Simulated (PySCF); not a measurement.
# [YSe2]-: adding exact exchange

Base calculation in PySCF with density fitting and no spin–orbit coupling, PBE/def2-SVPD (scalar-relativistic core potentials): singlet, C2v, Y–Se 2.545 Å (×2); Se–Y–Se 126.5°; wavenumbers 57, 257, 298 cm⁻¹; dipole moment about the centre of mass 6.57 D, gap between the highest occupied and lowest empty levels 0.99 eV, polar-tensor charge of Y 1.04 e.

What changes on going to PBE0/def2-SVPD (scalar-relativistic core potentials)?

The point group stays the same. Changes: mean bond to Y -0.007 Å, smallest bond angle +9.2 degrees, highest wavenumber +18 cm⁻¹, lowest wavenumber -4 cm⁻¹, dipole moment about the centre of mass -0.25 D, gap between the highest occupied and lowest empty levels +1.54 eV, polar-tensor charge of Y +0.36 e. The new structure has Y–Se 2.538 Å (×2); Se–Y–Se 135.7°, with wavenumbers 53, 258, 316 cm⁻¹. Exact exchange shortens and stiffens the bonds and opens the gap, the usual pattern.

Only the bonding shown was studied: isomers, or loss of a ligand pair, can lie lower.
